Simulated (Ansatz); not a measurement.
Reaction (formal exchange of groups at a Te–C bond): `[GeH3][CH2][TeH]` + `C[SiH3]` → `C[SiH2][TeH]` + `[CH3][GeH3]`

Program: Ansatz. Geometries: PBE0-D4/def2-TZVP. ΔE: electronic, gas phase. CBS: MP2 limit from def2 TZ/QZ plus the TZ coupled-cluster correction, frozen cores. This one scheme is used for every species. Functionals use def2-TZVPP. def2 core potentials past Kr. For Ge, Te outer-core shells are correlated without core-valence functions, which leaves a few kJ/mol of doubt a bond. Scalar relativity is left out up to krypton.

CCSD(T)/CBS gives -99.4 kJ/mol.

(1) Another level gave -105.8 kJ/mol. Which?
A. MP2/def2-TZVPP
B. PBE0/def2-TZVPP
C. SCS-MP2/def2-TZVPP
D. HF/def2-TZVPP

Largest T1 diagnostic among the species: 0.011.

Results:

(1) D. HF/def2-TZVPP -105.8, SCS-MP2/def2-TZVPP -95.5, MP2/def2-TZVPP -99.8, PBE0 -110.1 kJ/mol.

In def2-TZVPP, CCSD(T) changes the Hartree–Fock value by +8.9 kJ/mol (the triples alone add +1.4 kJ/mol) and MP2 by +6.0 kJ/mol.
